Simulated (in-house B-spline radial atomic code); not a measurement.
**Ionising Mn⁸⁺ with different functionals**

Computed with a B-spline radial code for spherical atoms: four-component Dirac-Coulomb Hamiltonian, Fermi nucleus of rms radius 3.7057 fm, spin-restricted, spherical fractional occupations for the functionals, and exact exchange of hybrids averaged over the configuration. The ionisation energy is the difference of two self-consistent energies, [Ne] 3s2 3p5 → [Ne] 3s2 3p4, without Breit or QED terms; ε is the level of the shell that loses the electron (mean over j). The electron is taken from both j subshells in proportion to 2j + 1, so the result is a j average, not the step between ground levels.

```tsv
method	rung	ΔSCF (eV)	-ε(3p) (eV)
B3LYP	global hybrid	?	?
BHandHLYP	global hybrid	223.54	217.06
wB97X	range-separated hybrid	223.76	215.92
LC-wPBE	range-separated hybrid	?	?
```

(1) What does B3LYP give?

(2) What does LC-wPBE give?

(3) Among the functionals, which spreads more, the ΔSCF values or the orbital energies?

(4) How do they compare with the NIST value?

## Answers

(1) ΔSCF 223.84 eV, and -ε(3p) = 212.92 eV.

(2) ΔSCF 223.95 eV, and -ε(3p) = 215.77 eV.

(3) The orbital energies: ΔSCF values span about 0.40 eV and the orbital energies 4.15 eV; here energy differences depend much less on the functional than eigenvalues do.

(4) NIST lists 221.9 eV ± 0.17 (semi-empirical, ground level to ground level). Errors run from +1.65 to +2.06 eV. The correlated functionals all miss on the same side by more than they spread, so the cause is common to them (Breit-QED terms, spin polarisation, the choice among j levels, multiplet and fine-structure energies, or a listed next ion that isn't the cheapest removal here) and closeness doesn't rank the functionals.
